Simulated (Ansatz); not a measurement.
`S[Si](Cl)(Cl)Cl` + HI → `Cl[Si](Cl)(Cl)I` + H₂S at 700 K and 1 bar (ligand exchange at the Si–S bond).

Calculated with Ansatz (gas phase, PBE0-D4/def2-TZVP geometries, no zero-point term in ΔE). CCSD(T)/CBS adds triple-zeta CCSD(T) − MP2 to the extrapolated MP2 energy (def2 sets, frozen cores). This one scheme is used for every species. def2 core potentials past Kr. For I outer-core shells are correlated without core-valence functions, which leaves a few kJ/mol of doubt a bond. One conformer a species, not always the lowest.

```
          species  CCSD(T)/CBS energy (Eh)  H − E (kJ/mol)  S (J/(mol·K))
`S[Si](Cl)(Cl)Cl`              -2066.97878           107.7          461.4
               HI               -298.03592            34.6          231.7
`Cl[Si](Cl)(Cl)I`              -1966.04944            78.2          449.5
              H₂S               -398.97279            64.8          236.9
```

H − E and S are ideal-gas, rigid-rotor, harmonic terms from PBE0-D4/def2-TZVP, for one conformer and one mirror image of each species. 1 Eh = 2625.50 kJ/mol, R = 8.31446 J/(mol·K).

**Question.** By hand: ΔE, ΔH, ΔS and ΔG.

**Answer.** ΔE = (-1966.04944) + (-398.97279) − (-2066.97878) − (-298.03592) = -0.00753 Eh = -19.8 kJ/mol. Δ(H − E) = 78.2 + 64.8 − 107.7 − 34.6 = 0.7, so ΔH = -19.1 kJ/mol. ΔS = 449.5 + 236.9 − 461.4 − 231.7 = -6.7 J/(mol·K). ΔG = -19.1 − 700 × (-6.7)/1000 = -14.4 kJ/mol.

**Question.** By hand: the equilibrium constant, and the temperature at which ΔG would vanish if ΔH and ΔS stayed fixed.

**Answer.** log₁₀ K = −ΔG/(RT ln 10) = 1.1. ΔG = 0 at ΔH/ΔS = 2851 K, far beyond where these terms or the molecules hold.

The number of gas molecules stays the same, so ΔS is small and ΔH decides. A doubt of 5 kJ/mol in ΔE shifts log₁₀ K by 0.4 here. Other conformers and mirror images would add mixing entropy, several J/(mol·K) or more a flexible species. These are equilibria of isolated gas molecules and say nothing of rates. Largest T1 diagnostic: 0.010 (customary marks: 0.02 for closed shells, 0.045 for open ones).
